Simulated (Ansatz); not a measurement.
Reaction (redistribution): `[F][Hf]([F])([Cl])[Cl]` + `[NH2][AlH][SiH3]` → `[NH2][Hf]([F])([F])[Cl]` + `[SiH3][AlH][Cl]`

Calculated with Ansatz (gas phase, PBE0-D4/def2-TZVP geometries, no zero-point term in ΔE). CCSD(T)/CBS is the MP2 limit (def2-TZVPP, def2-QZVPP) plus CCSD(T) − MP2 in def2-TZVPP, frozen cores. DFT in def2-TZVPP. HSE06 is defined as in plane-wave codes. Elements past krypton have def2 core potentials. For Hf outer-core shells are correlated without core-valence functions, which leaves a few kJ/mol of doubt a bond. Each species was taken in one conformer, which may not be the lowest.

`[F][Hf]([F])([Cl])[Cl]`:

Cartesian coordinates in Å:
```
F -1.771 -0.762 -0.206
Hf -0.030 -0.076 0.032
F 0.953 -1.304 1.072
Cl 0.995 0.176 -2.046
Cl -0.148 1.966 1.149
```

`[NH2][AlH][SiH3]`:

Cartesian coordinates in Å:
```
N -1.218 -1.108 1.098
Al -0.869 -0.207 -0.382
Si 1.318 0.885 -0.561
H -0.585 -1.205 1.875
H -2.079 -1.598 1.287
H -2.001 -0.171 -1.494
H 2.094 0.374 -1.729
H 2.156 0.671 0.654
H 1.183 2.359 -0.750
```

`[NH2][Hf]([F])([F])[Cl]`:

```xyz
7

N    -0.928   -0.274   -0.803
Hf    0.498    0.114    0.556
F     1.144   -1.559    1.185
F    -0.296    1.181    1.913
Cl    2.268    1.309   -0.443
H    -1.716    0.322   -1.015
H    -0.970   -1.093   -1.394
```

`[SiH3][AlH][Cl]`:

```xyz
7

Si    0.801    0.362    0.654
Al   -1.126   -0.344   -0.677
Cl   -0.709   -1.533   -2.361
H     1.748    1.146   -0.188
H     1.531   -0.828    1.173
H     0.404    1.206    1.815
H    -2.649   -0.009   -0.417
```

Problem. Is it downhill or uphill in electronic energy at CCSD(T)/CBS, and by how much? (Best estimate.)

Solution. Ansatz gave: Uphill: ΔE = +19.3 kJ/mol.

Problem. What do these levels give: PBE-D4, BLYP-D4, PBE0-D4, ωB97X-V, HSE06, MP2/def2-SVP, CCSD/def2-SVP, CCSD(T)/def2-SVP, CCSD(T)/def2-TZVPP, MP2/def2-QZVPP, MP2/CBS(def2), CCSD/CBS(def2)? (An estimate is asked.)

Solution. The calculation gave: PBE-D4 20.5, BLYP-D4 21.6, PBE0-D4 18.9, ωB97X-V 19.0, HSE06 18.9, MP2/def2-SVP 15.6, CCSD/def2-SVP 14.1, CCSD(T)/def2-SVP 16.3, CCSD(T)/def2-TZVPP 20.3, MP2/def2-QZVPP 20.4, MP2/CBS(def2) 19.5, CCSD/CBS(def2) 17.5 kJ/mol.

Largest T1 diagnostic among the species: 0.015.

Leaving LDA and LC-ωPBE aside and taking each functional with its dispersion term where it has one, the values, not all of them listed here, spread over 8.2 kJ/mol, from HSE06-D4 to B97M-V. At CCSD(T), def2-SVP lies −3.1 kJ/mol from the extrapolated value and def2-TZVPP +1.0 kJ/mol.
